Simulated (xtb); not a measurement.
C$_{2}$H$_{5}$ (SMILES [CH2]C), doublet, at a GFN2-xTB geometry; GFN2-xTB with ALPB(water) in xtb.

Input for xtb:
```
$ xtb mol.xyz --gfn 2 --chrg 0 --uhf 1 --alpb water --json

# file mol.xyz
7

C     -0.02614715    -0.68564880    -0.01471818
C      0.00914777     0.78429993     0.01653914
H      0.98817534    -1.11000404    -0.01568722
H     -0.53087951    -1.08690884     0.86435588
H     -0.52155198    -1.05009079    -0.91400379
H      0.10921562     1.30609826     0.94783358
H      0.05703688     1.34899869    -0.89342413
```

**Question.** Write the output that xtb gives for this input, abridged.

**Answer.** 
```
   ID    Z sym.   atoms
    1    6 C      1, 2
    2    1 H      3-7

           -------------------------------------------------
          |                Calculation Setup                |
           -------------------------------------------------

           -------------------------------------------------
          |                 G F N 2 - x T B                 |
           -------------------------------------------------

      * Solvation model:               ALPB
        Solvent                        water
        Parameter file                 internal GFN2-xTB/ALPB
        Dielectric constant                8.0200E+01
        Reference state                gsolv [1 M gas/solution]
        Free energy shift                  1.0808E-03 Eh       6.7819E-01 kcal/mol
        Temperature                        2.9815E+02 K
        Density                            1.0000E+00 kg/L
        Solvent mass                       1.8000E+01 g/mol
        Interaction kernel             P16
        Born radius scaling (c1)           1.4744E+00
        Born radii integrator          GBOBC
        Born offset                        0.0000E+00 a0       0.0000E+00 AA
        H-bond correction              true
        Ion screening                  false
        Surface tension                    1.0000E-05 Eh       1.5569E+01 dyn/cm
        Grid points                               230 per atom

          ...................................................
          :                      SETUP                      :
          :.................................................:
          :  # basis functions                  13          :
          :  # atomic orbitals                  13          :
          :  # shells                            9          :
          :  # electrons                        13          :
          :  max. iterations                   250          :
          :  Hamiltonian                  GFN2-xTB          :
          :  restarted?                      false          :
          :  GBSA solvation                   true          :
          :  PC potential                    false          :
          :  electronic temp.          300.0000000     K    :
          :  accuracy                    1.0000000          :
          :  -> integral cutoff          0.2500000E+02      :
          :  -> integral neglect         0.1000000E-07      :
          :  -> SCF convergence          0.1000000E-05 Eh   :
[...]
         :: total energy              -6.735663783725 Eh    ::
[...]
                  HL-Gap            0.4335984 Eh           11.7988 eV
             Fermi-level           -0.2261112 Eh           -6.1528 eV

     #   Z          covCN         q      C6AA      α(0)
     1   6 C        3.751    -0.106    22.590     6.778
     2   6 C        2.831    -0.122    31.104     9.139
     3   1 H        0.923     0.068     2.108     2.271
     4   1 H        0.925     0.053     2.288     2.365
     5   1 H        0.925     0.051     2.305     2.374
     6   1 H        0.926     0.028     2.611     2.527
     7   1 H        0.926     0.028     2.608     2.525

 Mol. C6AA /au·bohr⁶  :        324.710237
 Mol. C8AA /au·bohr⁸  :       6766.324358
 Mol. α(0) /au        :         27.979324

Wiberg/Mayer (AO) data.
largest (>0.10) Wiberg bond orders for each atom

 ---------------------------------------------------------------------------
     #   Z sym  total        # sym  WBO       # sym  WBO       # sym  WBO
 ---------------------------------------------------------------------------
     1   6 C    3.997 --     2 C    1.124     5 H    0.974     4 H    0.971
                             3 H    0.926
     2   6 C    3.186 --     1 C    1.124     7 H    0.987     6 H    0.987
     3   1 H    0.991 --     1 C    0.926
     4   1 H    0.997 --     1 C    0.971
     5   1 H    0.997 --     1 C    0.974
     6   1 H    0.999 --     2 C    0.987
     7   1 H    0.999 --     2 C    0.987
 ---------------------------------------------------------------------------

Topologies differ in total number of bonds
Writing topology from bond orders to xtbtopo.mol

molecular dipole:
                 x           y           z       tot (Debye)
 q only:        0.036      -0.254      -0.003
   full:        0.067      -0.262      -0.003       0.687
molecular quadrupole (traceless):
                xx          xy          yy          xz          yz          zz
 q only:       -0.208      -0.068       0.230       0.003      -0.006      -0.022
  q+dip:       -0.858      -0.001       0.119       0.045      -0.034       0.739
   full:       -0.465      -0.016       0.093       0.023      -0.023       0.371

           -------------------------------------------------
          | TOTAL ENERGY               -6.735663783725 Eh   |
          | GRADIENT NORM               0.001354339392 Eh/α |
          | HOMO-LUMO GAP              11.798813897255 eV   |
           -------------------------------------------------

normal termination of xtb
```
